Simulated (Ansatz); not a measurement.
Ideal-gas functions of `OI` at 400 K and 1 bar, from an Ansatz frequency run at PBE0-D4/def2-TZVP.

Molar mass 143.91 g/mol, point group Cs (symmetry number 1), electronic degeneracy 1, moments of inertia 0.805, 59.443, 60.249 u Å². Harmonic wavenumbers (cm⁻¹, unscaled): 614, 1100, 3843.

Use S(trans) = R[1.5 ln M + 2.5 ln T − 1.1517]; rotational temperatures θ = 24.2544 K / I; S(rot) = R[ln(√π/σ · √(T³/θAθBθC)) + 1.5]; for each mode x = 1.438777 ν̃/T, S = R[x/(eˣ − 1) − ln(1 − e⁻ˣ)] and H = RT x/(eˣ − 1); 1 cm⁻¹ = 0.0119627 kJ/mol; R = 8.31446 J/(mol·K).

Q: By hand: the entropy, in J/(mol·K).

A: Translation 176.9. Rotation: θ = 30.1297, 0.408, 0.4026 K, giving 85.3. Vibration, mode by mode: 3.23, 0.80, 0.00, in all 4.0. Electronic 0.0. Sum 266.2 J/(mol·K).

Q: By hand: H − E and G − E in kJ/mol, counted from the electronic energy.

A: Zero-point energy ½ × 5557 × 0.0119627 = 33.2; thermal vibration 1.2; translation, rotation and pV give 4 RT = 13.3. H − E = 47.7 kJ/mol, and G − E = 47.7 − 400 × 266.2/1000 = -58.8 kJ/mol.

Vibration gives 2 % of the entropy.
